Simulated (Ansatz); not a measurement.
The cluster Pt₂H₃⁻. Charge -1, multiplicity 1. Geometry r2SCAN-D4/def2-TZVPD, that of the charge -1 singlet.

```xyz
5

Pt    0.112    0.135   -1.864
Pt   -0.144   -0.209    0.605
H     0.290   -1.168    1.740
H     0.964    1.358   -2.192
H    -1.221   -0.115    1.711
```

In the def2 sets Pt takes a core potential; there is no spin–orbit coupling. The structure comes from a short search, and lower isomers may exist.

Q: Estimate the orbital energies around the gap (eV) in Ansatz with PBE-D4/def2-TZVPD, r2SCAN-D4/def2-TZVPD, PBE0-D4/def2-TZVPD.

A: 
```json
{"orbital": "HOMO−5", "PBE-D4/def2-TZVPD": "-0.77", "r2SCAN-D4/def2-TZVPD": "-0.90", "PBE0-D4/def2-TZVPD": "-1.85"}
{"orbital": "HOMO−4", "PBE-D4/def2-TZVPD": "-0.57", "r2SCAN-D4/def2-TZVPD": "-0.76", "PBE0-D4/def2-TZVPD": "-1.80"}
{"orbital": "HOMO−3", "PBE-D4/def2-TZVPD": "-0.55", "r2SCAN-D4/def2-TZVPD": "-0.69", "PBE0-D4/def2-TZVPD": "-1.70"}
{"orbital": "HOMO−2", "PBE-D4/def2-TZVPD": "-0.49", "r2SCAN-D4/def2-TZVPD": "-0.68", "PBE0-D4/def2-TZVPD": "-1.62"}
{"orbital": "HOMO−1", "PBE-D4/def2-TZVPD": "-0.27", "r2SCAN-D4/def2-TZVPD": "-0.42", "PBE0-D4/def2-TZVPD": "-1.45"}
{"orbital": "HOMO", "PBE-D4/def2-TZVPD": "-0.09", "r2SCAN-D4/def2-TZVPD": "-0.25", "PBE0-D4/def2-TZVPD": "-1.26"}
{"orbital": "LUMO", "PBE-D4/def2-TZVPD": "1.94", "r2SCAN-D4/def2-TZVPD": "2.16", "PBE0-D4/def2-TZVPD": "2.59"}
{"orbital": "LUMO+1", "PBE-D4/def2-TZVPD": "2.06", "r2SCAN-D4/def2-TZVPD": "2.26", "PBE0-D4/def2-TZVPD": "2.68"}
{"orbital": "LUMO+2", "PBE-D4/def2-TZVPD": "2.54", "r2SCAN-D4/def2-TZVPD": "2.83", "PBE0-D4/def2-TZVPD": "3.06"}
{"orbital": "LUMO+3", "PBE-D4/def2-TZVPD": "3.19", "r2SCAN-D4/def2-TZVPD": "3.62", "PBE0-D4/def2-TZVPD": "3.52"}
{"orbital": "LUMO+4", "PBE-D4/def2-TZVPD": "3.35", "r2SCAN-D4/def2-TZVPD": "3.74", "PBE0-D4/def2-TZVPD": "3.71"}
{"orbital": "LUMO+5", "PBE-D4/def2-TZVPD": "3.43", "r2SCAN-D4/def2-TZVPD": "3.83", "PBE0-D4/def2-TZVPD": "3.76"}
{"orbital": "β HOMO", "PBE-D4/def2-TZVPD": "-0.09", "r2SCAN-D4/def2-TZVPD": "-0.25", "PBE0-D4/def2-TZVPD": "-1.26"}
{"orbital": "β LUMO", "PBE-D4/def2-TZVPD": "1.94", "r2SCAN-D4/def2-TZVPD": "2.16", "PBE0-D4/def2-TZVPD": "2.59"}
```
